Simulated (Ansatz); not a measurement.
Reaction (ligand exchange at the Si–C bond): `NC[SiH](O)O` + `CNC` → `CN(C)[SiH](O)O` + CH₃NH₂

Gas-phase electronic energies from Ansatz, PBE0-D4/def2-TZVP geometries. CCSD(T)/CBS is the MP2 limit (def2-TZVPP, def2-QZVPP) plus CCSD(T) − MP2 in def2-TZVPP, frozen cores. Functionals use def2-TZVPP. One conformer a species, not always the lowest.

```tsv
level	ΔE (eV)
r2SCAN	-0.77
PBE0	-0.71
CCSD/def2-TZVPP	-0.80
CCSD(T)/def2-TZVPP	-0.80
```

Task: What does CCSD(T)/CBS give? (An estimate is asked.)

Result: The calculation gave: -0.80 eV. The listed levels differ from it by 0.03, 0.09, 0.00, 0.00 eV.

Largest T1 diagnostic among the species: 0.011.

From PBE to PBE0 (25 % exact exchange), in def2-TZVPP and without D4, ΔE moves by −0.04 eV. The D4 term adds −0.05 eV with B3LYP and −0.03 eV with PBE0; it sums over pairs of atoms, weighted by their polarisabilities, and B3LYP, whose exchange is more repulsive, gets the larger term.

B3LYP here is the variant with VWN-RPA as its local correlation; programs differ in this.
